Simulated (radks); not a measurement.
All-electron atom: Ir18+ in [Kr] 4d10 4f12 5s1 (the NIST ground configuration).

Method: scalar-relativistic Kohn-Sham, BLYP, spin-polarised, spherical densities, finite nucleus; open shells are filled with parallel spins first (spin-orbit coupling, left out, can overturn this in heavy ions); Fermi nuclear charge, rms radius 5.4032 fm; computed with a radial shooting solver on a logarithmic mesh with Libxc functionals.

Energy parts (eV):
total: -481758.78
kinetic: 535700.12
electron-nucleus: -1169884.66
Hartree: 161445.44
exchange-correlation: -9019.69

Orbitals (lengths in bohr, moments of r in powers of bohr; r(90%) holds 90 % of the orbital's charge):
orbital,occ.,eigenvalue (eV),<r>,r(90%),<r^2>
1s up,1,-76541.41,0.01744,0.0318,0.0004196
1s down,1,-76541.17,0.01744,0.0318,0.0004196
2s up,1,-13743.64,0.07361,0.114,0.006417
2s down,1,-13743.44,0.07361,0.114,0.006416
2p up,3,-12000.44,0.06622,0.108,0.005361
2p down,3,-12000.26,0.06622,0.108,0.005361
3s up,1,-3538.033,0.1904,0.279,0.04144
3s down,1,-3536.296,0.1903,0.279,0.04142
3p up,3,-3027.922,0.1912,0.286,0.04237
3p down,3,-3026.165,0.1911,0.286,0.04234
3d up,5,-2465.790,0.1731,0.268,0.03509
3d down,5,-2464.412,0.1730,0.268,0.03505
4s up,1,-1076.631,0.4197,0.601,0.1986
4s down,1,-1073.593,0.4198,0.601,0.1986
4p up,3,-907.3198,0.4446,0.643,0.2243
4p down,3,-904.3345,0.4446,0.643,0.2242
4d up,5,-699.3279,0.4662,0.692,0.2501
4d down,5,-696.2988,0.4661,0.692,0.2499
4f up,7,-466.8752,0.4849,0.761,0.2772
4f down,5,-463.6111,0.4848,0.760,0.2771
5s up,1,-458.0013,0.8567,1.20,0.8161
5s down,0,-454.4784,0.8587,1.20,0.8202
5p up,0,-401.3274,0.9254,1.30,0.9545
5p down,0,-398.0765,0.9293,1.31,0.9629
6s up,0,-259.1803,1.467,2.02,2.390
6s down,0,-259.0377,1.472,2.02,2.404

The highest occupied level is 5s up at -458.00 eV. Spin moment in Bohr magnetons: 3. The electron density at the nucleus is 1.949e+06 e/bohr^3 (large components only). For comparison, the ionisation energy in NIST's Atomic Spectra Database is 472 eV (theoretical). In exact Kohn-Sham theory the highest level is minus the ionisation energy, but local and semilocal functionals leave it too shallow, through self-interaction and a potential that decays too fast; potentials with the right tail come closer.
